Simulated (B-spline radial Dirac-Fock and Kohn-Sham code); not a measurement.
## The Nb-like isoelectronic sequence (41 electrons), Z = 41 to 52

Method: Dirac-Fock ΔSCF + Breit + QED. Computed with an atomic code on a B-spline grid. Binding energies in eV, tabulated ground configurations. Correlation and solid-state effects are left out.

```tsv
ion	configuration	1s	2p1/2	2p3/2	outermost level	NIST ionisation energy
Nb	[Kr] 4d4 5s1	18990.7	2471.1	2376.8	5.38 (4d)	–
Mo⁺	[Kr] 4d5	20014.7	2641.8	2536.9	13.71 (4d)	16.16 ± 0.12
Tc²⁺	[Kr] 4d5	21073.9	2824.7	2708.3	27.09 (4d)	29.55
Ru³⁺	[Kr] 4d5	22164.9	3016.4	2887.4	42.98 (4d)	45 ± 1.7
Rh⁴⁺	[Kr] 4d5	23287.7	3216.4	3073.9	61.12 (4d)	63 ± 1.9
Pd⁵⁺	[Kr] 4d5	24442.4	3424.9	3267.7	81.37 (4d)	84.1 ± 2
Ag⁶⁺	[Kr] 4d5	25629.1	3641.6	3468.7	103.6 (4d)	106 ± 2
Cd⁷⁺	[Kr] 4d5	26848.0	3866.7	3676.9	127.8 (4d)	130.1 ± 2.1
In⁸⁺	[Kr] 4d5	28099.4	4100.1	3892.1	154.0 (4d)	156 ± 2.2
Sn⁹⁺	[Kr] 4d5	29383.4	4342.0	4114.4	182.0 (4d)	184 ± 2.2
Sb¹⁰⁺	[Kr] 4d5	?	?	?	?	?
Te¹¹⁺	[Kr] 4d5	32050.4	4851.0	4580.1	243.5 (4d)	245 ± 2.5
```

**Question.** Fill in the row of Sb¹⁰⁺.

**Answer.** 1s 30700.3, 2p1/2 4592.2, 2p3/2 4343.7, outermost 211.8 (4d), NIST 214 ± 2.4 eV.

NIST's values are for the lowest levels; a dash marks a value that is missing or belongs to another shell. Their kind here: measured, semi-empirical, theoretical. Where a p, d or f shell is open in either ion the computed value averages over both j values and all terms, while the table refers to the lowest levels; that difference holds spin-orbit splitting (largest in heavy or highly charged ions), term energies where several electrons share open shells, and correlation, and it can reach 10 % or more.
